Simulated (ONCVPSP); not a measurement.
## Before and after: ONCV potential for Ir

```json
{"Element": "iridium", "Generator": "ONCVPSP 4.0.1", "Type": "optimised norm-conserving Vanderbilt (ONCV)", "Functional": "Wu-Cohen", "Relativity": "scalar-relativistic", "Frozen core": "[Kr] 4d10", "Valence charge": "31", "Reference configuration": "4f14 5s2 5p6 5d7 6s1 (charge +1)", "Partial waves": "5s+6s: rc 1.65 bohr, ncon 4, nbas 8, qcut 7 1/bohr, 2 projectors; 5p: rc 1.50 bohr, ncon 4, nbas 8, qcut 10.4 1/bohr, 2 projectors, debl 1.9 Ha; 5d: rc 2.00 bohr, ncon 3, nbas 7, qcut 6.1 1/bohr, 2 projectors, debl 3.8 Ha; 4f: rc 0.65 bohr, ncon 4, nbas 9, qcut 27.5 1/bohr, 3 projectors, debl 3.5 Ha", "Local potential": "polynomial inside 0.60 bohr (lpopt 5, dvloc0 2 Ha)", "Core correction": "none"}
```

In the p channel the program set the typed energies aside and used -2.318, 0.250 Ha.

Change: d: qcut 7.8.

Cutoffs: the cutoffs (Ha) at which the residual kinetic energy of the hardest occupied pseudo-wave falls to 1 and 0.1 mHa per electron; they do not see the model core or the augmentation charge, which bear on the density cutoff. Errors are all-electron minus pseudo energies relative to the spin-unpolarised reference configuration.

Task: How do hardness, ghosts and transferability respond?

Result: The potential gets neither clearly harder nor softer (315 Ha and 344 Ha → 315 Ha and 344 Ha); the bound ghosts move from d, p, s to p, s; of the 4 tests that both files solve, the error grows in 1 and shrinks in 1 by more than 15 % and 0.3 meV (median size 5.2 → 8.4 meV).

```tsv
quantity	base	changed
cutoff, loose	315 Ha	315 Ha
cutoff, tight	344 Ha	344 Ha
loose cutoff by channel	s 19 Ha, p 34 Ha, d 15 Ha, f 315 Ha	s 19 Ha, p 34 Ha, d 18 Ha, f 315 Ha
bound ghosts	s, p, d	s, p
GHOST(+) flags under 300 eV	none	d at 222.5 eV
error for 4f14 5s2 5p6 5d7 6s2, meV [ΔE -9.94 eV]	+2.7	+2.1
error for 4f14 5s2 5p6 5d7 6s0, meV [ΔE 17.51 eV]	-7.8	-8.4
error for 4f14 5s2 5p6 5d6 6s0, meV [ΔE 48.09 eV]	-11	-12
error for 4f14 5s2 5p6 5d8 6s0, meV [ΔE -1.24 eV]	-2.1	-8.4
s: phases at 1.68 bohr within 0.05 rad from the reference energy up to (Ha; the scan ends near 5)	to the end of the scan	to the end of the scan
p: phases at 1.52 bohr within 0.05 rad from the reference energy up to (Ha; the scan ends near 5)	to the end of the scan	to the end of the scan
d: phases at 2.03 bohr within 0.05 rad from the reference energy up to (Ha; the scan ends near 5)	to the end of the scan	to the end of the scan
f: phases at 0.66 bohr within 0.05 rad from the reference energy up to (Ha; the scan ends near 5)	to the end of the scan	to the end of the scan
```

 A true bound ghost makes a file unfit for plane-wave use even where its test errors are small: the radial tests pick states by their node count and pass the ghost by.
